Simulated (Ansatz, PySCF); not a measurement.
Species: C$_{4}$H$_{7}$O, charge -1, multiplicity 1. It need not be the lowest isomer of its formula. Whether it binds its extra electron was not tested at this geometry. 
Structure (B3LYP-D3(BJ)/def2-TZVP (Ansatz, a first-principles code) minimum search):
```
C
C 1 1.3799
O 2 1.2680 1 129.92
H 2 1.1252 3 117.41 1 180.00
C 1 1.4938 2 121.82 4 0.00
H 5 1.0962 1 110.50 2 0.00
H 5 1.1075 6 106.99 1 -123.98
H 5 1.1075 6 106.99 7 -112.03
C 1 1.4962 2 120.74 4 180.00
H 9 1.0926 1 109.03 2 0.00
H 9 1.1055 10 107.99 1 123.21
H 9 1.1055 10 107.99 11 113.58
```
Charge -1, spin multiplicity 1.

Total electronic energies in hartree. Correlated levels leave the core frozen unless marked. No spin-orbit coupling. Non-relativistic. CBS marks a two-point X^-3 extrapolation of the correlation energy; Hartree-Fock from the larger set. The bracket is a focal-point correction in the basis named.

| level | program | energy (Eh) |
|---|---|---|
| HF/STO-3G | Ansatz | -227.31878 |
| HF/def2-TZVPD | PySCF | -230.46398 |
| RI-HF/cc-pVQZ | Ansatz | -230.47115 |
| revPBE-D3(BJ)/def2-TZVPD | Ansatz + dftd3 | -231.91130 |
| revPBE/def2-TZVPD | Ansatz | -231.88958 |
| r2SCAN-D4/def2-TZVPD | Ansatz + dftd4 | -231.82337 |
| B3LYP-D4/def2-TZVPD | Ansatz + dftd4 | -231.98117 |
| B3LYP/def2-TZVPD | Ansatz | -231.96672 |
| PBE0/6-31G* | Ansatz | -231.57094 |
| r2SCANh-D4/def2-TZVPD | Ansatz + dftd4 | -231.81062 |
| r2SCANh/def2-TZVPD | Ansatz | -231.80815 |
| B2GP-PLYP/def2-TZVPD | Ansatz | -231.70670 |
| RPA@PBE/cc-pVTZ | Ansatz | -231.90720 |
| MP2/cc-pwCVTZ | Ansatz | -231.40353 |
| RI-MP2/aug-cc-pVQZ | Ansatz | -231.48265 |
| RI-MP2/CBS(aug-cc-pVTZ,aug-cc-pVQZ) | Ansatz | -231.5214 |
| SCS-MP2/STO-3G | Ansatz | -227.59632 |
| SCS-MP2/6-31G* | Ansatz | -231.05073 |
| SCS-MP2/cc-pVTZ | Ansatz | -231.37997 |
| CCSD/6-31G | Ansatz | -230.79697 |
| CCSD(T)/aug-cc-pVDZ | Ansatz | -231.27945 |
| CCSD(T) with core electrons/cc-pwCVTZ | Ansatz | -231.72257 |
| RI-MP2/CBS(aug-cc-pVTZ,aug-cc-pVQZ)+[CCSD(T)-MP2]/aug-cc-pVDZ | Ansatz | -231.5955 |

Totals of different functionals don't rank their quality; only differences between species are comparable.
